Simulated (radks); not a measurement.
Neutral fluorine, 9 electrons, occupied as [He] 2s2 2p5 (the NIST ground configuration). All-electron calculation, non-relativistic Kohn-Sham, PBE, spin-polarised, spherical densities, point nucleus; open shells are filled with parallel spins first. Program: a radial shooting solver on a logarithmic mesh with Libxc functionals.

Unscreened Slater integrals over Kohn-Sham orbitals (cm^-1). They are taken over the spin-up orbitals.

| integral | value |
|---|---|
| F0(2p,2p) | 189270 |
| F2(2p,2p) | 83226 |
| F0(2p,2s) | 194010 |
| G1(2p,2s) | 116720 |
| F0(2p,1s) | 278150 |
| G1(2p,1s) | 29268 |
| F0(2s,2s) | 200250 |
| F0(2s,1s) | 286020 |
| G0(2s,1s) | 20608 |
| F0(1s,1s) | 1170900 |

Derived for the open shells (J is the average intra-shell exchange parameter used in DFT+U). 2p: J = F2/5 = 16650 cm^-1.
